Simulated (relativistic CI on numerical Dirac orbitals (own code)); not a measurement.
## Judd-Ofelt analysis for Eu4+

Calculated at this level of theory: Dirac-Coulomb-Breit CI, separate exchange-only KLI orbitals for each configuration, QED by a radiative potential, valence Slater integrals scaled by 0.85 (own radial code, finite nucleus).

Configuration 4f5 alone, in intermediate coupling. Take Ω₂ = 2.04, Ω₄ = 2.49, Ω₆ = 3.96 (10⁻²⁰ cm²) and refractive index n = 1.79 as given. A_ED = 64π⁴e²ν³ n(n² + 2)²/[27h(2J + 1)] Σ Ω_λ |U^λ|², in Gaussian units with ν in cm⁻¹, and A_MD is n³ times the free-ion magnetic-dipole rate; a dash marks a rate that is forbidden or under 2 % of the level's free-ion decay.

Emitting level 4G°_5/2 at 19482 cm⁻¹ (radiative decay alone: multiphonon quenching in a host is left out, and the level can lie too high or too low):

```csv
To,ν (cm⁻¹),U² squared,U⁴ squared,U⁶ squared,Free-ion A(M1) (s⁻¹)
6H°_5/2,19482,0.0005,0.0002,0.0000,5.7
6H°_7/2,18182,0.0002,0.0109,0.0129,4.62
6H°_9/2,16688,0.0160,0.0076,0.0020,-
6H°_11/2,15071,0.0000,0.0068,0.0031,-
6H°_13/2,13384,0.0000,0.0005,0.0022,-
6F°_1/2,11707,0.0012,0.0000,0.0000,-
6H°_15/2,11674,0.0000,0.0000,0.0000,-
6F°_3/2,11450,0.0010,0.0004,0.0000,2.1
6F°_5/2,10876,0.0086,0.0024,0.0000,1.42
6F°_7/2,9790,0.0004,0.0019,0.0005,0.476
6F°_9/2,8302,0.0017,0.0002,0.0004,-
6F°_11/2,6566,0.0000,0.0000,0.0006,-
```

Question: Give the rates, branching ratios and the radiative lifetime.

Answer: The rates are:

```
      To  λ (nm)  A_ED (s⁻¹)  A_MD (s⁻¹)  β (%)
 6H°_5/2     513        7.26        32.7    5.8
 6H°_7/2     550         308        26.5   48.5
 6H°_9/2     599         179           0   26.0
6H°_11/2     664          65           0    9.4
6H°_13/2     747        15.5           0    2.2
 6F°_1/2     854        2.45           0    0.4
6H°_15/2     857           0           0    0.0
 6F°_3/2     873        2.93          12    2.2
 6F°_5/2     919        19.7        8.17    4.0
 6F°_7/2    1021        4.59        2.73    1.1
 6F°_9/2    1204        2.01           0    0.3
6F°_11/2    1523       0.477           0    0.1
```

τ_rad = 1.45e-03 s. Computed level positions enter as ν³, so measured ones would change the rates. For the strongest line (550 nm) and an assumed effective width Δλ = 9.1 nm (300 cm⁻¹), the Füchtbauer-Ladenburg formula σ = λ⁴A/(8πcn²Δλ) gives a peak emission cross-section of 0.14 × 10⁻²⁰ cm².
